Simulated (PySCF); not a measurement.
**Ga (gallium, neutral) across methods**

[Ar] 3d10 4s1 4p2, high-spin 4P determinant (an excited configuration). Computed with PySCF 2.14 in aug-cc-pVTZ-PP with ECP10MDF (6s5p4d2f, 55 functions), with scalar relativity through the core potential.

```json
{"method": "UHF", "E (hartree)": "-258.18111", "mean ε 3d β (eV)": "-32.950", "mean ε 4s α (eV)": "-15.561", "mean ε 4p α (eV)": "-7.219", "Σ⟨r²⟩ (bohr²)": "41.52", "⟨S²⟩": "3.752"}
{"method": "wB97X-V", "E (hartree)": "-259.2311", "mean ε 3d β (eV)": "-26.694", "mean ε 4s α (eV)": "-14.503", "mean ε 4p α (eV)": "-6.734", "Σ⟨r²⟩ (bohr²)": "41.51", "⟨S²⟩": "3.751"}
{"method": "LDA", "E (hartree)": "-258.8340", "mean ε 3d β (eV)": "-21.119", "mean ε 4s α (eV)": "-10.847", "mean ε 4p α (eV)": "-3.927", "Σ⟨r²⟩ (bohr²)": "41.72", "⟨S²⟩": "3.751"}
{"method": "PBE0", "E (hartree)": "-259.2386", "mean ε 3d β (eV)": "-24.214", "mean ε 4s α (eV)": "-11.979", "mean ε 4p α (eV)": "-4.790", "Σ⟨r²⟩ (bohr²)": "41.38", "⟨S²⟩": "3.751"}
{"method": "PBE", "E (hartree)": "-259.2708", "mean ε 3d β (eV)": "-21.026", "mean ε 4s α (eV)": "-10.612", "mean ε 4p α (eV)": "-3.877", "Σ⟨r²⟩ (bohr²)": "41.82", "⟨S²⟩": "3.751"}
{"method": "r2SCANh", "E (hartree)": "-259.1669", "mean ε 3d β (eV)": "-22.388", "mean ε 4s α (eV)": "-11.619", "mean ε 4p α (eV)": "-4.463", "Σ⟨r²⟩ (bohr²)": "40.81", "⟨S²⟩": "3.753"}
{"method": "M06-2X", "E (hartree)": "-259.3987", "mean ε 3d β (eV)": "-28.138", "mean ε 4s α (eV)": "-12.916", "mean ε 4p α (eV)": "-5.469", "Σ⟨r²⟩ (bohr²)": "41.41", "⟨S²⟩": "3.750"}
{"method": "r2SCAN", "E (hartree)": "-259.1710", "mean ε 3d β (eV)": "-21.112", "mean ε 4s α (eV)": "-11.125", "mean ε 4p α (eV)": "-4.131", "Σ⟨r²⟩ (bohr²)": "40.84", "⟨S²⟩": "3.753"}
{"method": "BP86", "E (hartree)": "-259.3988", "mean ε 3d β (eV)": "-21.150", "mean ε 4s α (eV)": "-10.734", "mean ε 4p α (eV)": "-3.957", "Σ⟨r²⟩ (bohr²)": "41.61", "⟨S²⟩": "3.752"}
```

Energies and moments cover only the electrons outside the core potential.
